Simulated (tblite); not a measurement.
Species: C₅H₈BrFO.
SMILES with atom numbers: `[F:1][C@@H:2]1[CH2:3][O:4][CH2:5][C@H:6]([Br:7])[CH2:8]1` (hydrogens: H9 on C2; H10, H11 on C3; H12, H13 on C5; H14 on C6; H15, H16 on C8)

Computed with GFN2-xTB (tblite), gas phase: L-BFGS steps from a force-field or distance-geometry start until the largest atomic force falls under 0.01 eV/Å.

Step 11: E = -753.2086 eV
```
atom  x, y, z in Å  |  force x, y, z in eV/Å
F1     -2.2425   -1.2436   -0.5216    0.073   0.043   0.061
C2     -1.2337   -0.6127    0.1763   -0.023   0.015   0.013
C3     -1.2910    0.8948   -0.1069   -0.006  -0.058   0.001
O4     -0.2265    1.5624    0.5231   -0.018   0.017   0.051
C5      1.0289    1.1308    0.0611    0.021  -0.009  -0.004
C6      1.2278   -0.3528    0.3682   -0.003   0.034   0.013
Br7     2.9669   -0.9260   -0.3251   -0.024   0.011   0.027
C8      0.1179   -1.1865   -0.2544   -0.002   0.030   0.004
H9     -1.4203   -0.8032    1.2417   -0.005  -0.014  -0.025
H10    -2.2075    1.3268    0.2984   -0.003  -0.005  -0.015
H11    -1.2661    1.0566   -1.1942    0.002  -0.007  -0.033
H12     1.7668    1.7432    0.5859    0.000  -0.028  -0.032
H13     1.1222    1.3053   -1.0217    0.005  -0.018  -0.015
H14     1.2683   -0.5042    1.4496   -0.002  -0.017  -0.003
H15     0.1831   -1.1515   -1.3446   -0.007   0.040  -0.038
H16     0.1982   -2.2305    0.0528   -0.008  -0.034  -0.006
```

Step 12: E = -753.2092 eV
```
atom  x, y, z in Å  |  force x, y, z in eV/Å
F1     -2.2438   -1.2429   -0.5195    0.069   0.038   0.056
C2     -1.2346   -0.6132    0.1782    0.001   0.019   0.013
C3     -1.2907    0.8947   -0.1063   -0.005  -0.050   0.000
O4     -0.2265    1.5634    0.5244   -0.011  -0.002   0.018
C5      1.0287    1.1310    0.0615    0.013  -0.022  -0.004
C6      1.2271   -0.3526    0.3706    0.001   0.020  -0.001
Br7     2.9687   -0.9224   -0.3230   -0.040   0.008   0.034
C8      0.1176   -1.1862   -0.2546   -0.001   0.030   0.000
H9     -1.4205   -0.8056    1.2435   -0.003  -0.005  -0.029
H10    -2.2075    1.3297    0.2955    0.002  -0.018  -0.012
H11    -1.2640    1.0532   -1.1947    0.005  -0.003  -0.012
H12     1.7689    1.7444    0.5820   -0.010  -0.031  -0.025
H13     1.1210    1.3012   -1.0227   -0.004  -0.013   0.003
H14     1.2674   -0.5063    1.4522   -0.003  -0.006  -0.020
H15     0.1817   -1.1466   -1.3452   -0.003   0.042  -0.023
H16     0.1988   -2.2327    0.0466   -0.011  -0.006   0.001
```

Question: Estimate the geometry and energy of step 13. (The exact step hangs on the optimiser's Hessian estimate; all steps are aligned on step 12, rigid shifts and turns removed.)

Answer: E = -753.2096 eV, largest force 0.053 eV/Å
```
atom  x, y, z in Å  |  force x, y, z in eV/Å
F1     -2.2436   -1.2419   -0.5171    0.039   0.017   0.032
C2     -1.2349   -0.6132    0.1799    0.028   0.016   0.011
C3     -1.2904    0.8940   -0.1059    0.001  -0.020  -0.001
O4     -0.2267    1.5638    0.5256   -0.001  -0.016  -0.014
C5      1.0286    1.1309    0.0616   -0.003  -0.024  -0.002
C6      1.2266   -0.3523    0.3723    0.002  -0.001  -0.011
Br7     2.9693   -0.9198   -0.3209   -0.040   0.002   0.033
C8      0.1174   -1.1856   -0.2548    0.004   0.019  -0.006
H9     -1.4208   -0.8074    1.2445    0.001   0.004  -0.015
H10    -2.2075    1.3315    0.2933    0.003  -0.027  -0.009
H11    -1.2624    1.0507   -1.1952    0.008  -0.003   0.009
H12     1.7703    1.7447    0.5789   -0.010  -0.025  -0.014
H13     1.1202    1.2980   -1.0234   -0.012  -0.008   0.014
H14     1.2666   -0.5080    1.4537   -0.006   0.003  -0.025
H15     0.1807   -1.1423   -1.3461   -0.002   0.040  -0.003
H16     0.1991   -2.2341    0.0422   -0.013   0.024   0.001
```

The energy changes by -0.0005 eV. The first-order estimate −F·Δx gives -0.0006 eV and the mean of the old and new forces, exact on a quadratic surface, -0.0004 eV. The step makes an angle of 68° with the force vector and moves no atom by more than 0.005 Å.

What follows is the cost of the whole relaxation. On an Arm Neoverse V2 with one thread, shared host with 32 logical CPUs at a one-minute load of 16, this took 0.19 s wall.
